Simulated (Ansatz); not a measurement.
Basis sets compared for Li₉H₈⁺. The state is a singlet with charge 1. Geometry PBE-D4/def2-SVP. Ansatz on 4 threads of Arm Neoverse V1 on a shared host; times are rough, and most runs start from earlier orbitals.

Cartesian coordinates in Å:
```
Li 0.383 2.814 1.589
Li 0.016 0.399 -1.195
Li 1.226 0.365 1.219
Li -0.529 -1.439 0.748
Li 0.431 -1.093 -3.982
Li -1.504 -2.183 -2.015
Li 1.318 -1.682 -1.694
Li -0.121 1.104 3.353
Li -1.498 1.130 1.209
H -1.461 -0.961 -0.759
H 1.398 1.599 2.480
H -0.550 -0.259 2.048
H -0.021 -2.469 -2.917
H -1.136 2.322 2.457
H 1.069 -1.063 -0.043
H 0.980 -0.136 -2.657
H -0.001 1.553 0.160
```

Another isomer (singlet) lies 0.05 eV lower at PBE0-D4/def2-TZVP; other spin states weren't run for this one.

| level | functions | energy (Eh) | HOMO (eV) | LUMO (eV) | wall time |
| --- | --- | --- | --- | --- | --- |
| HF/STO-3G | 53 | -70.6088 | -12.23 | -1.34 | 0.2 s |
| HF/6-31G | 97 | -71.6507 | -12.34 | -2.41 | 0.6 s |
| PBE-D4/def2-SVP | 121 | -72.1874 | -8.25 | -4.75 | 1.6 s |
| PBE0-D4/def2-SVP | 121 | -72.2454 | -9.42 | -4.12 | 1.8 s |

Q: Estimate the rows for PBE-D4/def2-TZVP, PBE0-D4/def2-TZVP (with forces).

A: 
```json
{"level": "PBE-D4/def2-TZVP", "functions": "174", "energy (Eh)": "-72.2386", "HOMO (eV)": "-8.33", "LUMO (eV)": "-4.80", "wall time": "1.9 s"}
{"level": "PBE0-D4/def2-TZVP (with forces)", "functions": "174", "energy (Eh)": "-72.2932", "HOMO (eV)": "-9.49", "LUMO (eV)": "-4.19", "wall time": "3.1 s"}
```
